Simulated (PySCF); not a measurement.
Nd⁺ (neodymium, charge +1) across methods

[Xe] 4f4 6s1, one real determinant. Computed with PySCF 2.14 in ANO-RCC-VTZP, with the spin-free X2C one-electron Hamiltonian (Gaussian nucleus).

```
method  E (hartree)  mean ε 5p β (eV)  mean ε 4f α (eV)  mean ε 6s α (eV)  Σ⟨r²⟩ (bohr²)   ⟨S²⟩
   UHF  -9619.05786           -32.322           -17.564           -10.068          62.27  8.753
   PBE     -9622.39           -27.025            -8.831            -8.551          60.78  8.751
r2SCAN     -9622.73           -27.564            -9.241            -8.620          60.90  8.753
   LDA     -9614.99           -27.252            -8.888            -8.780          60.51  8.751
```

(1) Estimate the same row for PBE0.

⟨L²⟩ = 34.03 against 42 for a pure I term, so this real determinant mixes terms. Spin-orbit coupling, absent here, splits the open shell strongly.

Results:

(1) E (hartree) = -9622.37; mean ε 5p β (eV) = -28.660; mean ε 4f α (eV) = -11.100; mean ε 6s α (eV) = -9.026; Σ⟨r²⟩ (bohr²) = 60.87; ⟨S²⟩ = 8.751.
